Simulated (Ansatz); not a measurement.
`O[CH](F)[SnH3]` + `OCO` → `OC[O][SnH3]` + `OCF`  (ligand exchange at the Sn–C bond)

Gas-phase electronic energies from Ansatz, PBE0-D4/def2-TZVP geometries. CCSD(T)/CBS is the MP2 limit (def2-TZVPP, def2-QZVPP) plus CCSD(T) − MP2 in def2-TZVPP, frozen cores. This one scheme is used for every species. Functionals use def2-TZVPP. B3LYP here is the variant with VWN-RPA as its local correlation; programs differ in this. def2 core potentials past Kr. For Sn outer-core shells are correlated without core-valence functions, which leaves a few kJ/mol of doubt a bond. Each species was taken in one conformer, which may not be the lowest.

`O[CH](F)[SnH3]`:

Cartesian coordinates in Å:
```
O -0.419 1.463 -1.079
C 0.549 0.744 -0.418
F 1.103 1.512 0.601
Sn -0.181 -1.123 0.474
H -1.191 1.566 -0.514
H 1.345 0.566 -1.145
H -1.721 -0.741 1.114
H -0.345 -2.313 -0.738
H 0.860 -1.673 1.705
```

`OCO`:

Z-matrix (Å, degrees):
```
C
O 1 1.397
O 1 1.396 2 112.9
H 1 1.095 2 105.2 3 -122.5
H 1 1.095 2 112.0 3 118.6
H 2 0.962 1 107.9 3 -61.7
H 3 0.962 1 107.9 2 -61.7
```

`OC[O][SnH3]`:

```xyz
10

O     1.605    1.555    0.947
C     0.408    0.997    0.517
O     0.624   -0.311    0.086
Sn   -0.879   -1.393   -0.593
H     2.235    1.477    0.224
H    -0.262    1.037    1.387
H    -0.033    1.599   -0.299
H    -1.531   -0.569   -1.939
H    -0.142   -2.866   -0.997
H    -2.023   -1.525    0.667
```

`OCF`:

```xyz
6

O    -0.846    0.194   -0.646
C     0.297   -0.176    0.011
F     0.008   -0.687    1.261
H    -1.214    0.977   -0.227
H     0.987    0.661    0.174
H     0.767   -0.969   -0.573
```

| level | ΔE (kJ/mol) | difference from CCSD(T)/CBS |
| --- | --- | --- |
| PBE-D4 | -41.6 | 13.5 |
| r2SCAN-D4 | -50.7 | 4.4 |
| PBE0-D4 | -46.2 | 8.9 |
| B3LYP-D4 | -52.3 | 2.8 |
| ωB97X-V | -53.5 | 1.6 |
| ωB97M-V | -49.4 | 5.7 |
| B2PLYP | -56.0 | -0.9 |
| PBE | -41.6 | 13.5 |
| r2SCAN | -50.6 | 4.5 |
| PBE0 | -46.2 | 8.9 |
| B3LYP | -52.6 | 2.5 |
| HF/def2-TZVPP | -72.7 | -17.6 |
| MP2/def2-TZVPP | -55.9 | -0.8 |
| SCS-MP2/def2-TZVPP | -60.0 | -4.9 |
| CCSD/def2-TZVPP | -55.0 | 0.1 |
| CCSD(T)/def2-TZVPP | -53.2 | 1.9 |
| HF/def2-QZVPP | -75.0 | -19.9 |
| MP2/def2-QZVPP | -57.9 | -2.8 |
| SCS-MP2/def2-QZVPP | -61.6 | -6.5 |
| HF/CBS(def2) | -75.3 | -20.2 |
| MP2/CBS(def2) | -57.9 | -2.8 |
| CCSD/CBS(def2) | -56.9 | -1.8 |
| CCSD(T)/CBS | -55.1 | 0 |

Largest T1 diagnostic among the species: 0.013.

In def2-TZVPP, CCSD(T) changes the Hartree–Fock value by +19.6 kJ/mol (the triples alone add +1.8 kJ/mol) and MP2 by +16.8 kJ/mol. From PBE to PBE0 (25 % exact exchange), in def2-TZVPP and without D4, ΔE moves by −4.5 kJ/mol.

CCSD(T)/CBS has its own doubt, a few kJ/mol and more with outer-core shells, so smaller differences from it don't rank the levels.
